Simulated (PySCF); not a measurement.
arsine (H3As), SMILES [AsH3]. Heavy atoms are numbered as in [AsH3:1]. Hydrogens are named by the atom that carries them.

Geometry: B3LYP-D3(BJ)/def2-TZVP.

The numbers are results of PBE0/pcSseg-1 in PySCF, not measurements.

GIAO shieldings, no solvent; atoms alike by connectivity are averaged. δ = σ(ref) − σ: ¹H against TMS (σ = 31.56 ppm), references at their B3LYP-D3(BJ)/def2-TZVP geometries, non-relativistic.

```tsv
nucleus	atoms	count	δ (ppm)
¹H	H on As1	3	2.66
```
